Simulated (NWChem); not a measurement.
# CdHSF; SMILES [F][Cd][SH]

```xyz
4

Cd    -0.0109     0.3013     0.0000
F     -0.0016     2.2474     0.0000
S     -0.0484    -2.0359     0.0000
H      1.3139    -2.1143     0.0000
```
Atoms are numbered in this order, from 1.

Program: NWChem. Medium grid unless said otherwise, to which SCAN and Minnesota functionals are sensitive. Geometry: optimised at PBE-D3(BJ)/def2-SVP. def2 effective core potentials on Cd; no spin-orbit coupling. Hybrids' shares of exact exchange are those that their runs print; pure functionals count as 0. The functionals differ in more than this share.

```
row                 share of exact exchange  highest occupied level (eV)
------------------  -----------------------  ---------------------------
PBE/def2-SVP                           0.00                        -6.19
HCTH/407/def2-SVP                      0.00                        -6.33
TPSSh/def2-SVP                         0.10                     withheld
B3LYP/def2-SVP                         0.20                        -7.17
M06/def2-SVP                           0.27                        -7.36
BHandHLYP/def2-SVP                     0.50                        -8.50
```

Question: Fit a straight line of the last column on the one before it, predict the withheld value, and compare with the run.

Answer: 
1. Means of the 5 shown rows: x = 0.194, y = -7.110. Slope Σ(x − x̄)(y − ȳ)/Σ(x − x̄)² = -0.7745/0.1747 = -4.433; intercept -6.250.
2. The shown rows scatter about the line by 0.063 (root mean square); the largest residual is +0.09, at M06/def2-SVP.
3. At x = 0.10 (TPSSh/def2-SVP; inside the shown range) the line gives -6.69.
4. The run gives -6.79, -0.10 from the line, 1.6 times the scatter.
